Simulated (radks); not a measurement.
Coulomb parameter of the 4f shell of the dysprosium ion Dy3+ in the model configuration [Xe] 4f8 6p1, as a second difference U = [E(n + 1) + E(n - 1) - 2 E(n)] / (1)^2 with all orbitals relaxed. "Bare": the charge of the atom changes with n. "Screened": the 6p shell takes up the change at fixed total charge, which measures U(4f,4f) + U(6p,6p) - 2 U(4f,6p). Method: scalar-relativistic Kohn-Sham, r2SCAN, spin-unpolarised, spherical densities, finite nucleus; meta-GGA in the generalised Kohn-Sham scheme; Fermi nuclear charge, rms radius 5.2218 fm; computed with a radial shooting solver on a logarithmic mesh with Libxc functionals.

case	configuration	E - E(n) (eV)
start	[Xe] 4f8 6p1	0.000
bare +1	[Xe] 4f9 6p1	-36.589
bare -1	[Xe] 4f7 6p1	57.130
screened +1	[Xe] 4f9	-22.054
screened -1	[Xe] 4f7 6p2	31.777

U(bare) = 20.541 eV, U(screened by 6p) = 9.723 eV, against the Slater integral F0(4f,4f) = 32.991 eV with frozen orbitals.
